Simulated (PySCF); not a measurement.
Vertical excitations of a molecule C3H9NSi2 from PySCF with TDDFT-B3LYP/def2-SVPD, as energy in eV (oscillator strength): 6.76 (0.021), 7.18 (0.017), 7.32 (0.076), 7.39 (0.007), 7.56 (0.009), 7.62 (0.101), 7.67 (0.093), 7.73 (0.010), 7.81 (0.019), 7.88 (0.014). Lowest triplet (TDA): 6.14 eV. Geometry optimised at B3LYP-D3(BJ)/def2-SVP. The values are those of a single conformer.

Q: Pick the molecule that these values belong to.
A. [SiH3]C1=NC[C@H]1[SiH3]
B. C[Si@]1([SiH3])C=NC1
C. N[Si@H]1CC=C[SiH2]1
D. N#CCC[SiH2][SiH3]

A: D, N#CCC[SiH2][SiH3]
